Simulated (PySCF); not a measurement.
Tc³³⁺: ionisation energy

Tc³³⁺ [Ne] → Tc³⁴⁺ [He] 2s2 2p5 [2p1/2^2 2p3/2^3, M_J = 3/2], as a difference of total energies. All numbers are calculated (PySCF 2.14, the two-component X2C-1e Hamiltonian, in an uncontracted even-tempered set (17 s from 13 bohr⁻², ratio 2.4; 12 p from 17 bohr⁻², ratio 2.4; 5 d from 68 bohr⁻², ratio 2.6; 4 f from 100 bohr⁻², ratio 2.6)). Correlated levels: nothing frozen; the 32 highest virtual spinors dropped. "Screened" scales the spin-orbit matrix elements by Boettger's factors to mimic the two-electron term; Breit and QED terms are absent.

```
                    method  ionisation energy (eV)
           GHF (spin-free)                  4541.2
          GMP2 (spin-free)                  4542.7
 GHF (screened spin-orbit)                  4501.7
GMP2 (screened spin-orbit)                  4503.2
```

For this ion Breit and QED terms and the two-electron picture change, all absent here, outweigh the correlation shift from GHF to GMP2.

The spin-free rows lack the spin-orbit shift.

For comparison: 4505 ± 2.5 eV (semi-empirical (NIST evaluation); NIST Atomic Spectra Database, ionization energies).
